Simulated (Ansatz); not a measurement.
Reactions of C3H9BSi, SMILES `C[SiH]1BCC1`.

Gas-phase electronic energies from Ansatz, PBE0-D4/def2-TZVP geometries. CCSD(T)/CBS is the MP2 limit (def2-TZVPP, def2-QZVPP) plus CCSD(T) − MP2 in def2-TZVPP, frozen cores. This one scheme is used for every species. Double bonds are as drawn, so ΔE can hold a change between cis and trans. For As, Ge, Zn outer-core shells are correlated without core-valence functions, which leaves a few kJ/mol of doubt a bond. Scalar relativity is left out up to krypton. Each species was taken in one conformer, which may not be the lowest.

Order these by ΔE at CCSD(T)/CBS, lowest first. (An estimate is asked.)
A. `C[SiH]1BCC1` + `C[AsH]C` → trimethylarsine + `B1CC[SiH2]1`
B. `C[SiH]1BCC1` + `[NH2][ZnH]` → `C[NH][ZnH]` + `B1CC[SiH2]1`
C. `C[SiH]1BCC1` + `[SiH3]/C=C/[SiH3]` → `B1CC[SiH2]1` + `C[SiH2]/C=C/[SiH3]`
D. `C[SiH]1BCC1` + `[F][Ge]([SiH3])([SH])[Cl]` → `S[SiH]1BCC1` + `[CH3][Ge]([F])([SiH3])[Cl]`

D (-15.9 kJ/mol), C (-3.5 kJ/mol), A (+15.9 kJ/mol), B (+89.5 kJ/mol).

Largest T1 diagnostic: 0.016, for `[NH2][ZnH]`.
